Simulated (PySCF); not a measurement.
# Magnetisability: SMILES FC(F)[C@@H]1CO[C@H]1C(F)(F)F, C$_{5}$H$_{5}$F$_{5}$O

Molfile (atoms numbered from 1):
```
C5H5F5O
     RDKit          3D

 16 16  0  0  0  0  0  0  0  0999 V2000
   -1.4421   -2.1847   -0.0649 F   0  0  0  0  0  0  0  0  0  0  0  0
   -1.7141   -0.8615   -0.0152 C   0  0  0  0  0  0  0  0  0  0  0  0
   -2.7090   -0.7023    0.8857 F   0  0  0  0  0  0  0  0  0  0  0  0
   -0.4833   -0.0838    0.4220 C   0  0  2  0  0  0  0  0  0  0  0  0
   -0.5773    1.4380    0.2367 C   0  0  0  0  0  0  0  0  0  0  0  0
    0.3634    1.3889   -0.8460 O   0  0  0  0  0  0  0  0  0  0  0  0
    0.6167    0.0089   -0.6451 C   0  0  1  0  0  0  0  0  0  0  0  0
    2.0237   -0.2452   -0.0942 C   0  0  0  0  0  0  0  0  0  0  0  0
    2.1539   -1.5181    0.3080 F   0  0  0  0  0  0  0  0  0  0  0  0
    2.9732   -0.0206   -1.0018 F   0  0  0  0  0  0  0  0  0  0  0  0
    2.2928    0.5233    0.9661 F   0  0  0  0  0  0  0  0  0  0  0  0
   -2.0970   -0.5560   -1.0021 H   0  0  0  0  0  0  0  0  0  0  0  0
   -0.1640   -0.4350    1.4043 H   0  0  0  0  0  0  0  0  0  0  0  0
   -1.5456    1.8247   -0.0851 H   0  0  0  0  0  0  0  0  0  0  0  0
   -0.1945    2.0248    1.0739 H   0  0  0  0  0  0  0  0  0  0  0  0
    0.4957   -0.5924   -1.5536 H   0  0  0  0  0  0  0  0  0  0  0  0
  1  2  1  0
  2  3  1  0
  2  4  1  0
  4  5  1  0
  5  6  1  0
  6  7  1  0
  7  8  1  0
  8  9  1  0
  8 10  1  0
  8 11  1  0
  7  4  1  0
  2 12  1  0
  4 13  1  1
  5 14  1  0
  5 15  1  0
  7 16  1  6
M  END
```

Theory: GIAO B97-2/cc-pVDZ magnetisability, non-relativistic, IEF-PCM tetrahydrofuran in PySCF. Geometry: GFN2-xTB.

What are the magnetisability and the molar susceptibility?

Isotropic -1277 × 10⁻³⁰ J/T², or -76.9 × 10⁻⁶ cm³/mol; principal values -1386, -1352, -1092 × 10⁻³⁰ J/T², anisotropy 278 × 10⁻³⁰ J/T² (root of half the summed squared differences of the principal values). The susceptibility is in cgs units.

Split it along the inertial axes a, b, c into diamagnetic and paramagnetic parts about the centre of mass, with the quadrupole moment.


| axis | χ (10⁻⁶ cm³/mol) | diamagnetic (10⁻⁶ cm³/mol) | paramagnetic (10⁻⁶ cm³/mol) | summed x² of all electrons (Å²) | quadrupole Θ (D Å) |
| --- | --- | --- | --- | --- | --- |
| a | -75.5 | -694.0 | 618.5 | 324.3 | -7.92 |
| b | -81.5 | -1587.6 | 1506.2 | 113.6 | +0.54 |
| c | -73.7 | -1857.9 | 1784.2 | 49.9 | +7.38 |

Anisotropies 2χaa − χbb − χcc = +4.2 and 2χbb − χaa − χcc = -13.7 × 10⁻⁶ cm³/mol. Θ is traceless in Buckingham's convention.
